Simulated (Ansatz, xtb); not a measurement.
# CH4OSe: which of two conformers lies lower

We compare X, `OC[SeH]`, a singlet, with Y, `OC[SeH]`, a singlet. Both are isolated molecules in the gas phase, relaxed with B3LYP-D3(BJ)/6-311G**.

X (Å):

```xyz
7

C     0.3289   -0.3650   -0.8224
O     0.0381   -0.5941    0.5227
Se    0.3077    1.5655   -1.3533
H    -0.8218   -0.2039    0.7149
H     1.4021    1.9323   -0.4401
H    -0.3853   -0.8255   -1.5130
H     1.3247   -0.7562   -1.0121
```

Y (Å):

```tsv
atom	x (Å)	y (Å)	z (Å)
C	1.1187	0.0503	-1.3792
O	0.3542	0.2789	-0.2346
Se	1.0592	1.5203	-2.7444
H	0.6862	1.0700	0.2022
H	2.1768	-0.1274	-1.1725
H	0.6956	-0.8153	-1.8835
H	2.2519	2.2104	-2.2247
```

Problem. Estimate E(Y) − E(X) at the level CCSD(T)/def2-TZVP.

Solution. Calculated at CCSD(T)/def2-TZVP: E(Y) − E(X) = +4.20 kJ/mol, so structure X lies lower.

How the difference moves with the method:

| level | geometry | E(Y) − E(X) (kJ/mol) | departure from the last row (kJ/mol) | job, with rough time for the two |
| --- | --- | --- | --- | --- |
| B3LYP-D3(BJ)/6-311G** | B3LYP-D3(BJ)/6-311G** | +4.68 | +0.48 | optimisation, 28 s |
| HF/def2-TZVP | B3LYP-D3(BJ)/6-311G** | +4.33 | +0.13 | part of the CCSD(T) run |
| MP2/def2-TZVP | B3LYP-D3(BJ)/6-311G** | +4.59 | +0.39 | part of the CCSD(T) run |
| CCSD(T)/def2-TZVP | B3LYP-D3(BJ)/6-311G** | +4.20 |  | single point, 50 s |

None of the levels shown reverses the order. The largest departure from CCSD(T)/def2-TZVP is that of B3LYP-D3(BJ)/6-311G**, 0.48 kJ/mol. Levels run at GFN2-xTB geometries aren't shown.

With harmonic frequencies from B3LYP-D3(BJ)/6-311G** (ideal gas, rigid rotor, one conformer each, 600 K, 1 atm): on the last row, ΔE + ΔZPE = +3.51, ΔH = +4.14, ΔG = +1.11 kJ/mol. In free energy the two are nearly level.

The correlated steps freeze 11 core orbitals; the filled d shell of Se is correlated, in a basis made for valence electrons. Run with Ansatz 0.2.0; the last row on 2 threads of Arm Neoverse V1 on a shared host.
